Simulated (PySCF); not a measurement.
Compound: C₅H₃FOS.
InChI=1S/C5H3FOS/c6-5(7)4-2-1-3-8-4/h1-3H

Computed, not measured: PySCF 2.14.0, density-fitted response routines, TDDFT wB97X-D/def2-SVPD, vertical, gas phase, core orbitals frozen in the response. Isolated species at its GFN2-xTB geometry (one conformer only). Torsions of this conformer, `[O:1]=[C:2]([F:3])[c:4]1[cH:5][cH:6][cH:7][s:8]1`: O1–C2–C4–C5 180°.

Broadening: Gaussians 0.3 eV wide at half height, area fixed by f = 4.319×10⁻⁹ ∫ε dν̃. The cross-section is σ = 3.8235×10⁻²¹ ε cm², given in Mb (10⁻¹⁸ cm²). The width is an assumption, not a result. The curve ends short of the highest state used, and states not computed would add to its high-energy end.

(E (eV), σ (Mb)): (4.55, 0.12), (4.63, 0.90), (4.71, 4.59), (4.79, 15.86), (4.87, 37.02), (4.95, 58.80), (5.03, 65.69), (5.11, 58.43), (5.19, 53.99), (5.27, 56.56), (5.35, 52.06), (5.43, 34.87), (5.51, 16.03), (5.59, 4.99), (5.66, 1.30), (5.74, 0.19), (5.82, 0.02), (5.90, 0.00), (5.98, 0.00), (6.06, 0.00), (6.14, 0.00), (6.22, 0.00), (6.30, 0.00), (6.38, 0.01), (6.46, 0.06), (6.54, 0.18), (6.62, 0.36), (6.70, 0.50), (6.78, 0.49), (6.86, 0.40)

Question: Locate the maxima and give the states behind the curve.

Answer: 247 nm (5.02 eV), ε about 17000, made up of S1 (94%); 235 nm (5.28 eV), ε about 15000, made up of S2 (90%) (hardly more than a shoulder); 184 nm (6.73 eV), ε about 130, made up of S5 (98%) (ε in L mol⁻¹ cm⁻¹; maxima over ε = 5, shares over 10%). The states used: S1 5.00 eV (f 0.183); S2 5.31 eV (f 0.153); S3 5.45 eV (f 0.0000); S4 6.68 eV (f 0.0000); S5 6.72 eV (f 0.0015); S6 7.09 eV (f 0.0017); S7 7.39 eV (f 0.067); S8 7.46 eV (f 0.0020).

Question: On this curve, what absorbance would a 10⁻⁵ mol/L sample give at 248 nm over a 1 cm path?

Answer: 248 nm is 4.999 eV, where ε is about 17000 L mol⁻¹ cm⁻¹, so A = ε c l ≈ 0.17 (Beer–Lambert, with the gas-phase spectrum and the assumed width).

Question: Coming from long wavelengths, where does ε first pass 100 L mol⁻¹ cm⁻¹?

Answer: At about 270 nm (4.59 eV), 0.41 eV below S1.

Question: What would ε be at 5.02 eV, the highest of these maxima, with half the width (0.15 eV)?

Answer: About 31500 L mol⁻¹ cm⁻¹ against 17200, a factor of about 1.8; a lone state at its own centre would give exactly 2.

The run took 36 s wall on an x86-64 server with one thread, shared host.
